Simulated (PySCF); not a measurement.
Calculation: ωB97X-D3(BJ)/def2-TZVP // PBE0-D3(BJ)/def2-TZVP (PySCF). Gas-phase values, no solvent. One relaxed conformer stands for a flexible species; it need not be the lowest. Excitations are Tamm–Dancoff values on a coarser integration grid. The basis has no diffuse functions, so Rydberg states are missing or too high.

Reference species (SMILES): `C/C(O)=C/[SiH3]` (C–C–O–H torsion 180°) (neutral, multiplicity 1).

```yaml
S1–T1 gap (TDA): 2.48 eV
HOMO–LUMO gap: 11.26 eV
S1 excitation (TDA): 6.65 eV
HOMO: -9.06 eV
```

Changed species: `C=C(O)C[SiH3]` (C–C–O–H torsion 0°, O–C–C–Si torsion -69°).

Task: Give the shifts of the S1–T1 gap (TDA), HOMO–LUMO gap, S1 excitation (TDA) and HOMO.

Result: the S1–T1 gap (TDA) drops by 0.44 eV, to 2.04 eV; the HOMO–LUMO gap increases by 0.19 eV, to 11.45 eV; the S1 excitation (TDA) drops by 0.13 eV, to 6.52 eV; the HOMO goes up by 0.10 eV, to -8.96 eV.
